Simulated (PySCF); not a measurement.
B(F)(NH2)(NMe2) (C₂H₈BFN₂), SMILES B(N)(F)N(C)C. Atoms are numbered in the order given.

```xyz
14

B      0.6090    -0.4595     0.1339
F      1.5201    -0.6286    -0.8556
N      0.8371    -1.1637     1.3405
H      0.2031    -1.1953     2.1249
H      1.6573    -1.7454     1.4471
N     -0.4889     0.4069    -0.1132
C     -0.7190     1.0015    -1.4127
C     -1.5012     0.7115     0.8688
H     -1.6778     0.6630    -1.8531
H     -0.7615     2.1063    -1.3500
H      0.0894     0.7278    -2.1017
H     -1.6674     1.8031     0.9437
H     -2.4797     0.2514     0.6240
H     -1.2048     0.3629     1.8680
```

Geometry optimised at B3LYP-D3(BJ)/def2-SVP. The values are those of a single conformer.

Level of theory: PySCF with ωB97X/def2-TZVP.

Problem. Estimate the frontier levels, gap, dipole moment and polarisability. (An estimate is asked for; the answer gives what the named calculation found.)

Solution. 
| Property | Value |
|---|---|
| highest occupied level | -8.79 eV |
| lowest empty level | 2.78 eV |
| orbital gap | 11.57 eV |
| dipole moment | 0.432 e·Å |
| quadrupole, principal values (traceless, Buckingham form, about the centre of nuclear charge) | -4.11, -3.17, 7.28 D·Å |
| mean static polarisability | 54.4 bohr³ (8.06 Å³) |
| polarisability, principal values | 44.5, 54.8, 63.9 bohr³ |
